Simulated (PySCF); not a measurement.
Species: CH7B3O4Si.
Geometry (PBE0-D3(BJ)/def2-SVP, Å), atoms numbered from 1 in this order:
```
atom  x, y, z in Å
C1    -2.437    0.901    1.336
B2    -1.629    0.202    0.199
O3    -2.247   -0.227   -0.958
B4    -1.539   -0.810   -1.975
O5    -0.189   -0.978   -1.852
B6     0.457   -0.566   -0.710
O7     1.788   -0.738   -0.590
Si8    2.808   -0.321    0.679
O9    -0.267    0.021    0.307
H10   -3.498    0.614    1.327
H11   -2.395    1.993    1.175
H12   -2.004    0.710    2.328
H13   -2.103   -1.174   -2.973
H14    2.770    1.153    0.903
H15    2.402   -1.037    1.922
H16    4.175   -0.740    0.273
```

The calculation used TDDFT PBE0/def2-SVPD, vertical, gas phase, core orbitals frozen in the response (PySCF).

```
state  λ (nm)  E (eV)       f     main configurations (H = HOMO, L = LUMO)
   S1   164.1    7.56   0.019                     H-1→L (65%), H-2→L (23%)
   S2   160.7    7.72  0.0025           H→L+1 (75%), H→L (10%), H→L+2 (9%)
   S3   158.8    7.81  0.0020                    H-3→L (81%), H-3→L+1 (9%)
   S4   157.5    7.87   0.010                 H-1→L+1 (56%), H-2→L+1 (20%)
   S5   153.4    8.08   0.015                       H→L (79%), H→L+1 (10%)
   S6   151.5    8.18  0.0048  H-1→L+3 (33%), H-1→L+2 (30%), H-2→L+1 (12%)
   S7   150.3    8.25   0.014  H-2→L+1 (38%), H-1→L+3 (24%), H-1→L+1 (22%)
   S8   147.1    8.43  0.0004                     H-2→L (55%), H-1→L (22%)
   S9   145.7    8.51  0.0056  H-3→L+3 (31%), H-3→L+2 (20%), H-2→L+3 (15%)
  S10   145.3    8.54   0.045                      H→L+2 (73%), H→L+1 (8%)
```

Triplets, Tamm–Dancoff:

| state | E (eV) | λ (nm) | main configurations (H = HOMO, L = LUMO) |
| --- | --- | --- | --- |
| T1 | 6.98 | 177.5 | H-1→L (45%), H-2→L (28%) |
| T2 | 7.31 | 169.6 | H→L+1 (65%), H→L+2 (15%) |
| T3 | 7.38 | 168.0 | H-3→L (55%), H-1→L (10%), H-1→L+3 (10%) |
| T4 | 7.44 | 166.7 | H-1→L+1 (37%), H-2→L+1 (27%), H-1→L+2 (8%) |

The lowest singlet lies at 7.56 eV (164 nm, vacuum ultraviolet) and is weak; its leading configuration is HOMO-1→LUMO (65%). The strongest level in the table is S10 at 8.54 eV (145 nm, f = 0.045). It is the last of those listed, so stronger ones may follow. Löwdin shares by element: HOMO (one of a set within 0.03 eV) hydrogen 32% or more, oxygen 29% or more, silicon 25%; LUMO boron 47% or more, oxygen 24% or more (atoms not listed hold the other 29%). The oscillator strengths of these states sum to 0.117; summed over the whole spectrum of an exact calculation they would give the number of electrons, 74 (Thomas–Reiche–Kuhn). Orbital energies (eV): HOMO-3 -9.82, HOMO-2 -9.57, HOMO-1 -9.31, HOMO -9.28, LUMO -0.26, LUMO+1 -0.20, LUMO+2 0.34. Weighted by f, the mean energy of these states is 8.19 eV. The vertical ionisation energy (ΔSCF) is 10.99 eV, 2.45 eV above S10. Only the lowest 10 singlets were computed, as vertical energies without vibronic structure.

One conformer stands for the species.
